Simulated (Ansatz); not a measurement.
Cost and result for the atomization energy of C2H8ClNOSi2, SMILES `C=C[Si](N)(Cl)O[SiH3]` (15 atoms, 14 bonds).

Z-matrix (Å, degrees):
```
Si
C 1 1.841
Cl 1 2.063 2 111.6
N 1 1.695 2 110.9 3 -116.2
O 1 1.630 2 107.0 3 116.7
C 2 1.330 1 123.0 3 -118.6
H 2 1.088 1 118.1 3 62.1
H 4 1.006 1 121.7 2 152.3
H 4 1.006 1 121.5 2 -52.2
Si 5 1.639 1 142.4 2 -157.1
H 6 1.086 2 121.4 1 0.8
H 6 1.086 2 122.1 1 -179.4
H 10 1.484 5 107.6 1 -164.6
H 10 1.484 5 110.4 1 75.9
H 10 1.487 5 110.5 1 -45.1
```

The species carries charge 0 and has multiplicity 1. The geometry is a stationary point of PBE0-D4/def2-TZVP. It is one conformer, not always the lowest. Program: Ansatz. All runs use 2 threads of an AMD EPYC 7R13 on a shared host and a share of an NVIDIA H100 80 GB. Times are those of one run each, without the atoms' runs, and a repeat can differ threefold. Electronic energies, without spin–orbit coupling; frozen cores. CCSD(T)/CBS adds CCSD(T) − MP2 in def2-TZVPP to the MP2 limit, and its time is that of the two runs behind it. T1 = 0.011. B3LYP takes the VWN-RPA correlation (the form of Gaussian; ORCA's B3LYP/G).

CCSD(T)/CBS is a level of theory with its own doubt, some kJ/mol a heavy atom from the limit and from the frozen cores, so smaller differences don't rank the functionals.

```csv
level,functions,wall time
B3LYP-D4/def2-TZVPP (with forces),362,11 s
B2PLYP/def2-TZVPP,362,12 s
ωB97X-V/def2-TZVPP,362,12 s
PBE0-D4/def2-TZVPP,362,13 s
PBE-D4/def2-TZVPP (with forces),362,13 s
r2SCAN-D4/def2-TZVPP (with forces),362,14 s
ωB97M-V/def2-TZVPP (with forces),362,14 s
MP2/def2-QZVPP,678,17 s
CCSD(T)/def2-TZVPP,362,23 s
CCSD(T)/CBS(def2),–,40 s
```

Task: What atomization energy does each give, and how far from CCSD(T)/CBS? (Estimate.)

Result: Ansatz gave: 
```csv
level,atomization (kJ/mol),difference from CCSD(T)/CBS,per bond
B3LYP-D4/def2-TZVPP (with forces),5723.1,-16.5,-1.2
B2PLYP/def2-TZVPP,5659.2,-80.4,-5.7
ωB97X-V/def2-TZVPP,5751.0,11.4,0.8
PBE0-D4/def2-TZVPP,5705.0,-34.6,-2.5
PBE-D4/def2-TZVPP (with forces),5785.8,46.2,3.3
r2SCAN-D4/def2-TZVPP (with forces),5728.3,-11.3,-0.8
ωB97M-V/def2-TZVPP (with forces),5752.7,13.1,0.9
MP2/def2-QZVPP,5770.8,31.2,2.2
CCSD(T)/def2-TZVPP,5571.5,-168.1,-12.0
CCSD(T)/CBS(def2),5739.6,0.0,0.0
```

The D4 term adds +69.8 kJ/mol with B3LYP and +37.6 kJ/mol with PBE0; it sums over pairs of atoms, weighted by their polarisabilities, and B3LYP, whose exchange is more repulsive, gets the larger term. In def2-TZVPP, CCSD(T) changes the Hartree–Fock value by +1360.1 kJ/mol (the triples alone add +82.5 kJ/mol) and MP2 by +1458.5 kJ/mol; breaking electron pairs costs correlation energy, which Hartree–Fock lacks. From PBE to PBE0 (25 % exact exchange), in def2-TZVPP and without D4, the atomization energy moves by −74.9 kJ/mol: exact exchange takes away binding that semilocal exchange gives to molecules.
